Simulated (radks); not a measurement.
All-electron atom: Yb IV in [Xe] 4f13.

All-electron calculation, Dirac Kohn-Sham, B86b exchange with PBE correlation, spin-unpolarised, spherical densities, finite nucleus; open shells fill j = l - 1/2 first; Fermi nuclear charge, rms radius 5.3108 fm. Program: a radial shooting solver on a logarithmic mesh with Libxc functionals.

Energy parts (eV):
| part | energy |
|---|---|
| total | -382966.95 |
| kinetic | 425346.26 |
| electron-nucleus | -948686.29 |
| Hartree | 148393.03 |
| exchange-correlation | -8019.95 |

Orbitals (lengths in bohr, moments of r in powers of bohr; r(max) is where P^2 peaks; r(90%) holds 90 % of the orbital's charge):
| orbital | occ. | eigenvalue (eV) | <r^4> | r(max) | r(90%) |
|---|---|---|---|---|---|
| 1s1/2 | 2 | -61188.77 | 7.559e-07 | 0.01237 | 0.0357 |
| 2s1/2 | 2 | -10389.01 | 0.0001156 | 0.07077 | 0.129 |
| 2p1/2 | 2 | -9911.878 | 0.00007038 | 0.05296 | 0.114 |
| 2p3/2 | 4 | -8864.739 | 0.00009809 | 0.05938 | 0.124 |
| 3s1/2 | 2 | -2368.268 | 0.004344 | 0.1997 | 0.318 |
| 3p1/2 | 2 | -2157.433 | 0.003875 | 0.1874 | 0.310 |
| 3p3/2 | 4 | -1935.192 | 0.004959 | 0.2008 | 0.329 |
| 3d3/2 | 4 | -1575.952 | 0.003444 | 0.1581 | 0.301 |
| 3d5/2 | 6 | -1527.406 | 0.003715 | 0.1618 | 0.307 |
| 4s1/2 | 2 | -493.2811 | 0.1051 | 0.4555 | 0.701 |
| 4p1/2 | 2 | -407.8865 | 0.1170 | 0.4568 | 0.721 |
| 4p3/2 | 4 | -357.4890 | 0.1503 | 0.4851 | 0.768 |
| 4d3/2 | 4 | -216.9264 | 0.2048 | 0.4857 | 0.830 |
| 4d5/2 | 6 | -207.7300 | 0.2222 | 0.4948 | 0.847 |
| 5s1/2 | 2 | -85.6018 | 3.719 | 1.063 | 1.71 |
| 5p1/2 | 2 | -61.8292 | 6.013 | 1.153 | 1.93 |
| 5p3/2 | 4 | -55.1803 | 8.045 | 1.238 | 2.08 |
| 4f5/2 | 6 | -36.7021 | 1.296 | 0.4779 | 1.24 |
| 4f7/2 | 7 | -35.3056 | 1.424 | 0.4832 | 1.27 |

The highest occupied level is 4f7/2 at -35.306 eV. Summed over all electrons, <r^2> = 32.35 bohr^2, which gives a Langevin (diamagnetic) susceptibility term of -25.6 x 10^-6 cm^3/mol. The electron density at the nucleus is 1.027e+06 e/bohr^3.
